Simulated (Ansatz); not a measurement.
`C#C[Si](F)(F)F` → 2 C• + 3 F• + H• + Si•  (atomization)

Isolated molecules relaxed with PBE0-D4/def2-TZVP in Ansatz; ΔE leaves out vibrations. CCSD(T)/CBS is the MP2 limit (def2-TZVPP, def2-QZVPP) plus CCSD(T) − MP2 in def2-TZVPP, frozen cores. This one scheme is used for every species, atoms too. Functionals use def2-TZVPP. B3LYP here is the variant with VWN-RPA as its local correlation; programs differ in this. HSE06 is defined as in plane-wave codes. No spin–orbit coupling; open shells (•) take unrestricted orbitals. Spin–orbit coupling would lower the free atoms: a little for C, F, Si.

```json
{"level": "LDA (SPW92)", "ΔE (kcal/mol)": "928.7", "difference from CCSD(T)/CBS": "118.1"}
{"level": "PBE-D4", "ΔE (kcal/mol)": "824.5", "difference from CCSD(T)/CBS": "13.9"}
{"level": "revPBE-D4", "ΔE (kcal/mol)": "797.7", "difference from CCSD(T)/CBS": "-12.9"}
{"level": "B97M-V", "ΔE (kcal/mol)": "806.9", "difference from CCSD(T)/CBS": "-3.7"}
{"level": "PBE0-D4", "ΔE (kcal/mol)": "800.7", "difference from CCSD(T)/CBS": "-9.9"}
{"level": "B3LYP-D4", "ΔE (kcal/mol)": "799.4", "difference from CCSD(T)/CBS": "-11.2"}
{"level": "r2SCANh-D4", "ΔE (kcal/mol)": "799.3", "difference from CCSD(T)/CBS": "-11.3"}
{"level": "r2SCAN0-D4", "ΔE (kcal/mol)": "786.3", "difference from CCSD(T)/CBS": "-24.3"}
{"level": "HSE06-D4", "ΔE (kcal/mol)": "801.3", "difference from CCSD(T)/CBS": "-9.3"}
{"level": "BHLYP-D4", "ΔE (kcal/mol)": "767.9", "difference from CCSD(T)/CBS": "-42.7"}
{"level": "CAM-B3LYP-D4", "ΔE (kcal/mol)": "807.4", "difference from CCSD(T)/CBS": "-3.2"}
{"level": "ωB97X-V", "ΔE (kcal/mol)": "803.5", "difference from CCSD(T)/CBS": "-7.1"}
{"level": "ωB97M-V", "ΔE (kcal/mol)": "806.8", "difference from CCSD(T)/CBS": "-3.8"}
{"level": "B2PLYP", "ΔE (kcal/mol)": "800.9", "difference from CCSD(T)/CBS": "-9.7"}
{"level": "PBE-QIDH", "ΔE (kcal/mol)": "801.0", "difference from CCSD(T)/CBS": "-9.6"}
{"level": "PBE", "ΔE (kcal/mol)": "821.0", "difference from CCSD(T)/CBS": "10.4"}
{"level": "revPBE", "ΔE (kcal/mol)": "786.8", "difference from CCSD(T)/CBS": "-23.8"}
{"level": "BLYP", "ΔE (kcal/mol)": "798.0", "difference from CCSD(T)/CBS": "-12.6"}
{"level": "r2SCAN", "ΔE (kcal/mol)": "807.4", "difference from CCSD(T)/CBS": "-3.2"}
{"level": "PBE0", "ΔE (kcal/mol)": "797.7", "difference from CCSD(T)/CBS": "-12.9"}
{"level": "B3LYP", "ΔE (kcal/mol)": "793.6", "difference from CCSD(T)/CBS": "-17.0"}
{"level": "r2SCANh", "ΔE (kcal/mol)": "798.4", "difference from CCSD(T)/CBS": "-12.2"}
{"level": "r2SCAN0", "ΔE (kcal/mol)": "785.3", "difference from CCSD(T)/CBS": "-25.3"}
{"level": "HSE06", "ΔE (kcal/mol)": "798.5", "difference from CCSD(T)/CBS": "-12.1"}
{"level": "BHLYP", "ΔE (kcal/mol)": "763.5", "difference from CCSD(T)/CBS": "-47.1"}
{"level": "CAM-B3LYP", "ΔE (kcal/mol)": "804.4", "difference from CCSD(T)/CBS": "-6.2"}
{"level": "LC-ωPBE", "ΔE (kcal/mol)": "803.8", "difference from CCSD(T)/CBS": "-6.8"}
{"level": "HF/def2-SVP", "ΔE (kcal/mol)": "579.3", "difference from CCSD(T)/CBS": "-231.3"}
{"level": "MP2/def2-SVP", "ΔE (kcal/mol)": "782.9", "difference from CCSD(T)/CBS": "-27.7"}
{"level": "CCSD/def2-SVP", "ΔE (kcal/mol)": "737.3", "difference from CCSD(T)/CBS": "-73.3"}
{"level": "CCSD(T)/def2-SVP", "ΔE (kcal/mol)": "747.2", "difference from CCSD(T)/CBS": "-63.4"}
{"level": "HF/def2-TZVPP", "ΔE (kcal/mol)": "595.2", "difference from CCSD(T)/CBS": "-215.4"}
{"level": "MP2/def2-TZVPP", "ΔE (kcal/mol)": "824.9", "difference from CCSD(T)/CBS": "14.3"}
{"level": "SCS-MP2/def2-TZVPP", "ΔE (kcal/mol)": "805.7", "difference from CCSD(T)/CBS": "-4.9"}
{"level": "CCSD(T)/def2-TZVPP", "ΔE (kcal/mol)": "785.9", "difference from CCSD(T)/CBS": "-24.7"}
{"level": "HF/def2-QZVPP", "ΔE (kcal/mol)": "598.3", "difference from CCSD(T)/CBS": "-212.3"}
{"level": "MP2/def2-QZVPP", "ΔE (kcal/mol)": "840.1", "difference from CCSD(T)/CBS": "29.5"}
{"level": "SCS-MP2/def2-QZVPP", "ΔE (kcal/mol)": "822.1", "difference from CCSD(T)/CBS": "11.5"}
{"level": "HF/CBS(def2)", "ΔE (kcal/mol)": "598.7", "difference from CCSD(T)/CBS": "-211.9"}
{"level": "CCSD/CBS(def2)", "ΔE (kcal/mol)": "795.1", "difference from CCSD(T)/CBS": "-15.5"}
{"level": "CCSD(T)/CBS", "ΔE (kcal/mol)": "810.6", "difference from CCSD(T)/CBS": "0"}
```

Largest T1 diagnostic among the species: 0.013.

Leaving LDA and LC-ωPBE aside and taking each functional with its dispersion term where it has one, the values spread over 56.7 kcal/mol, from BHLYP-D4 to PBE-D4. LDA lies +107.7 kcal/mol from PBE without D4, its usual overbinding. In def2-TZVPP, CCSD(T) changes the Hartree–Fock value by +190.6 kcal/mol (the triples alone add +15.5 kcal/mol) and MP2 by +229.6 kcal/mol; breaking electron pairs costs correlation energy, which Hartree–Fock lacks. The D4 term adds +5.8 kcal/mol with B3LYP and +3.0 kcal/mol with PBE0; it sums over pairs of atoms, weighted by their polarisabilities, and B3LYP, whose exchange is more repulsive, gets the larger term.

For atomizations the MP2-based limit and the directly extrapolated one differ by several kJ/mol either way, and by 10 to 25 for some Ge, Se and Sn compounds, so smaller differences from it don't rank the levels.
